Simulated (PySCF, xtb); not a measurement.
H₁₀N₂Si₃, SMILES N[SiH2]N[SiH2][SiH3].

GFN2-xTB run with xtb at its own geometry gives an orbital gap of 4.36 eV and a dipole moment of 1.35 D.

The structure is a stationary point at PBE0-D3(BJ)/def2-SVP. The structure was generated by enumeration, and PubChem lists no compound with its InChIKey, so it may never have been made. The values are those of a single conformer.

What does CAM-B3LYP/def2-TZVP (PySCF) give? (An estimate is asked for; the answer gives what the named calculation found.)

gap 9.42 eV (levels -8.49 and 0.93 eV), dipole 1.55 D.
